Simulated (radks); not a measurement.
The numbers below are computed, except where a source is named.
Q: The table gives one normalised radial function P(r) = r R(r) of Sb3+ in [Kr] 4d10 5p2 (r in bohr). Code: a radial shooting solver on a logarithmic mesh with Libxc functionals. Model: scalar-relativistic Kohn-Sham, PBE, spin-polarised, spherical densities, finite nucleus; open shells are filled with parallel spins first (spin-orbit coupling, left out, can overturn this in heavy ions); Fermi nuclear charge, rms radius 4.6802 fm.

r,P
0.003064,0.0001
0.004054,0.0001
0.005363,0.0003
0.007154,0.0006
0.009465,0.0013
0.01262,0.0029
0.0167,0.0061
0.0221,0.0127
0.02948,0.0263
0.039,0.0517
0.05202,0.0989
0.06883,0.1749
0.09107,0.2862
0.1215,0.4268
0.1607,0.5463
0.2143,0.5675
0.2836,0.3960
0.3753,0.0020
0.5005,-0.5317
0.6622,-0.9553
0.8832,-1.0823
1.169,-0.8927
1.546,-0.5572
2.062,-0.2526
2.729,-0.0812
3.64,-0.0152
4.816,-0.0016
6.372,-0.0001

Which n and l does it have? It may be an empty orbital.

A: n = 4, l = 2: the number of nodes gives n - l - 1 = 1, the rise at small r (about r^(l+1), flatter next to the nucleus through relativity) gives l, and the extent must fit the shell. The curve is that of 4d down; the table hardly tells the two spins apart. 4d down: eigenvalue -65.129 eV, 1 radial node at r = 0.376 bohr, <r> = 1.01 bohr, 90 % of the charge inside 1.55 bohr.
